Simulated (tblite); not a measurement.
Compound: C7H13OP.
SMILES with atom numbers: `[CH2:1]=[CH:2][P@@H:3](=[O:4])[CH:5]1[CH2:6][CH2:7][CH2:8][CH2:9]1` (hydrogens: H10, H11 on C1; H12 on C2; H13 on P3; H14 on C5; H15, H16 on C6; H17, H18 on C7; H19, H20 on C8; H21, H22 on C9)

Computed with GFN2-xTB (tblite), gas phase: L-BFGS steps from a force-field or distance-geometry start until the largest atomic force falls under 0.01 eV/Å.

Step 47: E = -768.2141 eV
```
atom  x, y, z in Å  |  force x, y, z in eV/Å
C1      3.5022   -0.2981   -0.9605    0.009   0.004   0.025
C2      2.2368   -0.0190   -1.2223   -0.048   0.002  -0.003
P3      0.9368   -0.9240   -0.3435   -0.019   0.002  -0.032
O4      1.4010   -2.1161    0.3685    0.005  -0.005  -0.036
C5      0.0676    0.2706    0.7564    0.025  -0.005  -0.030
C6     -1.0327   -0.4884    1.4887    0.026   0.008   0.014
C7     -2.1782   -0.5107    0.4779    0.019  -0.021   0.029
C8     -2.0396    0.7854   -0.3420   -0.013  -0.035   0.018
C9     -0.6731    1.3849    0.0281   -0.017  -0.002  -0.006
H10     4.3280    0.1915   -1.4511    0.008   0.004  -0.016
H11     3.7437   -1.0488   -0.2248   -0.012  -0.026   0.007
H12     1.9464    0.7109   -1.9637   -0.008   0.033   0.031
H13     0.0288   -1.1847   -1.3726    0.029  -0.001   0.008
H14     0.8396    0.6471    1.4377    0.012  -0.008   0.016
H15    -0.7053   -1.4908    1.7656   -0.019   0.001   0.032
H16    -1.3183    0.0485    2.3951   -0.027   0.012  -0.005
H17    -2.0711   -1.3843   -0.1685    0.006   0.006   0.000
H18    -3.1453   -0.5828    0.9743   -0.008   0.012  -0.032
H19    -2.8409    1.4853   -0.1046    0.013  -0.002  -0.002
H20    -2.0996    0.5732   -1.4096    0.011   0.003   0.011
H21    -0.8071    2.2231    0.7143    0.015   0.030  -0.024
H22    -0.1299    1.7465   -0.8443   -0.007  -0.012  -0.007
```

Step 48: E = -768.2146 eV
```
atom  x, y, z in Å  |  force x, y, z in eV/Å
C1      3.5025   -0.2985   -0.9608    0.024   0.005   0.026
C2      2.2368   -0.0188   -1.2212   -0.043   0.003  -0.002
P3      0.9359   -0.9256   -0.3444   -0.010   0.017  -0.031
O4      1.4010   -2.1182    0.3662   -0.003  -0.004  -0.038
C5      0.0671    0.2690    0.7564    0.037   0.006  -0.040
C6     -1.0340   -0.4878    1.4896    0.047   0.022   0.011
C7     -2.1780   -0.5113    0.4775    0.022  -0.023   0.038
C8     -2.0401    0.7849   -0.3417   -0.002  -0.030   0.016
C9     -0.6731    1.3842    0.0276   -0.010  -0.008  -0.001
H10     4.3278    0.1944   -1.4499   -0.007  -0.004  -0.010
H11     3.7473   -1.0522   -0.2284   -0.027  -0.015  -0.003
H12     1.9481    0.7150   -1.9600   -0.012   0.022   0.040
H13     0.0270   -1.1837   -1.3735    0.033  -0.006   0.007
H14     0.8405    0.6447    1.4371    0.001  -0.008   0.011
H15    -0.7062   -1.4890    1.7713   -0.030   0.009   0.028
H16    -1.3198    0.0551    2.3924   -0.030   0.000   0.003
H17    -2.0694   -1.3848   -0.1682    0.006  -0.001  -0.007
H18    -3.1448   -0.5835    0.9732   -0.026   0.007  -0.026
H19    -2.8414    1.4845   -0.1040    0.013   0.001   0.003
H20    -2.1013    0.5728   -1.4090    0.014   0.003   0.001
H21    -0.8070    2.2225    0.7142    0.019   0.024  -0.033
H22    -0.1293    1.7455   -0.8453   -0.017  -0.017   0.007
```

**Question.** Estimate the geometry and energy of step 49. (The exact step hangs on the optimiser's Hessian estimate; all steps are aligned on step 48, rigid shifts and turns removed.)

**Answer.** E = -768.2155 eV, largest force 0.066 eV/Å
```
atom  x, y, z in Å  |  force x, y, z in eV/Å
C1      3.5036   -0.3001   -0.9615    0.030   0.006   0.022
C2      2.2370   -0.0189   -1.2185   -0.013   0.007  -0.002
P3      0.9345   -0.9279   -0.3462    0.010   0.034  -0.020
O4      1.4003   -2.1216    0.3623   -0.014  -0.007  -0.036
C5      0.0669    0.2670    0.7555    0.039   0.020  -0.032
C6     -1.0354   -0.4857    1.4913    0.056   0.034   0.007
C7     -2.1770   -0.5130    0.4775    0.019  -0.018   0.034
C8     -2.0415    0.7835   -0.3410    0.017  -0.013   0.009
C9     -0.6737    1.3831    0.0266    0.007  -0.014   0.007
H10     4.3277    0.1988   -1.4489   -0.028  -0.018   0.001
H11     3.7539   -1.0593   -0.2358   -0.048   0.003  -0.017
H12     1.9510    0.7223   -1.9516   -0.019   0.010   0.048
H13     0.0255   -1.1820   -1.3750    0.029  -0.013  -0.005
H14     0.8418    0.6412    1.4361   -0.009  -0.005  -0.001
H15    -0.7083   -1.4850    1.7816   -0.038   0.019   0.022
H16    -1.3233    0.0666    2.3877   -0.025  -0.016   0.012
H17    -2.0655   -1.3856   -0.1682    0.009  -0.014  -0.011
H18    -3.1445   -0.5857    0.9704   -0.043  -0.006  -0.012
H19    -2.8425    1.4830   -0.1022    0.012   0.002   0.010
H20    -2.1046    0.5726   -1.4081    0.017  -0.002  -0.010
H21    -0.8070    2.2217    0.7137    0.023   0.012  -0.042
H22    -0.1293    1.7442   -0.8465   -0.030  -0.022   0.017
```

The energy changes by -0.0008 eV. The first-order estimate −F·Δx gives -0.0012 eV and the mean of the old and new forces, exact on a quadratic surface, -0.0008 eV. The step makes an angle of 75° with the force vector and moves no atom by more than 0.013 Å.
